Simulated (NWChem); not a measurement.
System: C2H3ClF2Si; SMILES F[SiH2]/C=C(/F)Cl

Here is an NWChem input.

```
start job
memory heap 200 mb stack 900 mb global 1100 mb
geometry units angstroms
  F     -2.558932    -1.395518    -0.734271
  Si    -1.628372    -0.128892    -0.392773
  C      0.065393    -0.869143    -0.069921
  C      1.117063    -0.139639     0.247112
  F      2.328959    -0.661098     0.478906
  Cl     1.116002     1.567573     0.414216
  H     -2.203740     0.471256     0.799747
  H     -1.647313     0.705019    -1.583496
  H      0.214937    -1.936817    -0.139679
end
basis spherical
  * library 6-31g*
end
dft
  xc b3lyp
  iterations 150
end
driver
  maxiter 120
end
task dft optimize
task dft freq
```

B3LYP is NWChem's, with the RPA form of VWN correlation.

The level has its own optimisation; frequencies are unscaled.

Q: Give the results of this calculation. (B3LYP/6-31G* (spherical d).) Quantities: r F–Si (Å); r C–Si (Å); r H–Si (Å); r C–C (Å); highest harmonic frequency (cm⁻¹); lowest (cm⁻¹); zero-point energy (kcal/mol); dipole (D).

A: 
- r F–Si (Å): 1.616
- r C–Si (Å): 1.863
- r H–Si (Å): 1.484
- r C–C (Å): 1.330
- highest harmonic frequency (cm⁻¹): 3178
- lowest (cm⁻¹): 26
- zero-point energy (kcal/mol): 28.9
- dipole (D): 0.42
